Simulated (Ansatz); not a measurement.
Reaction (redistribution): `C[Si](N)(N)S` + `CC(=O)[SiH3]` → `C[SiH](N)S` + `CC(=O)[SiH2]N`

Program: Ansatz. Geometries: PBE0-D4/def2-TZVP. ΔE: electronic, gas phase. CCSD(T)/CBS is the MP2 limit (def2-TZVPP, def2-QZVPP) plus CCSD(T) − MP2 in def2-TZVPP, frozen cores. Functionals use def2-TZVPP. B3LYP here is the variant with VWN-RPA as its local correlation; programs differ in this. Each species was taken in one conformer, which may not be the lowest.

```json
{"level": "PBE-D4", "ΔE (eV)": "0.20"}
{"level": "ωB97X-V", "ΔE (eV)": "0.17"}
{"level": "B3LYP", "ΔE (eV)": "0.15"}
{"level": "CCSD(T)/def2-TZVPP", "ΔE (eV)": "0.19"}
```

**Question.** What does CCSD(T)/CBS give? (Estimate.)

**Answer.** The calculation gave: +0.19 eV. The listed levels differ from it by 0.01, -0.02, -0.04, 0.00 eV.

Largest T1 diagnostic among the species: 0.015.

The D4 term adds +0.04 eV with B3LYP and +0.02 eV with PBE0; it sums over pairs of atoms, weighted by their polarisabilities, and B3LYP, whose exchange is more repulsive, gets the larger term. In def2-TZVPP, CCSD(T) changes the Hartree–Fock value by +0.07 eV (the triples alone add +0.01 eV) and MP2 by +0.07 eV.
